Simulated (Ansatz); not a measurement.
Reaction (ligand exchange at the Si–C bond): `[SiH3]C[SiH2][GaH2]` + `OC(F)[SiH3]` → `FC([SiH3])O[SiH3]` + `C[SiH2][GaH2]`

Program: Ansatz. Geometries: PBE0-D4/def2-TZVP. ΔE: electronic, gas phase. CCSD(T)/CBS adds triple-zeta CCSD(T) − MP2 to the extrapolated MP2 energy (def2 sets, frozen cores). Functionals use def2-TZVPP. B3LYP here is the variant with VWN-RPA as its local correlation; programs differ in this. For Ga outer-core shells are correlated without core-valence functions, which leaves a few kJ/mol of doubt a bond. Scalar relativity is left out up to krypton. One conformer a species, not always the lowest.

```json
{"level": "PBE0-D4", "ΔE (kJ/mol)": "-58.8"}
{"level": "ωB97X-V", "ΔE (kJ/mol)": "-73.4"}
{"level": "ωB97M-V", "ΔE (kJ/mol)": "-69.8"}
{"level": "PBE0", "ΔE (kJ/mol)": "-63.7"}
{"level": "B3LYP", "ΔE (kJ/mol)": "-86.6"}
{"level": "SCS-MP2/def2-TZVPP", "ΔE (kJ/mol)": "-79.1"}
{"level": "CCSD/def2-TZVPP", "ΔE (kJ/mol)": "-75.7"}
{"level": "CCSD(T)/def2-TZVPP", "ΔE (kJ/mol)": "-70.3"}
```

Task: What does CCSD(T)/CBS give? (Estimate.)

Result: Computed: -69.0 kJ/mol. The listed levels differ from it by 10.2, -4.4, -0.8, 5.3, -17.6, -10.1, -6.7, -1.3 kJ/mol.

Largest T1 diagnostic among the species: 0.013.

The D4 term adds +9.6 kJ/mol with B3LYP and +4.9 kJ/mol with PBE0; it sums over pairs of atoms, weighted by their polarisabilities, and B3LYP, whose exchange is more repulsive, gets the larger term. From PBE to PBE0 (25 % exact exchange), in def2-TZVPP and without D4, ΔE moves by −3.1 kJ/mol.

CCSD(T)/CBS has its own doubt, a few kJ/mol and more with outer-core shells, so smaller differences from it don't rank the levels.
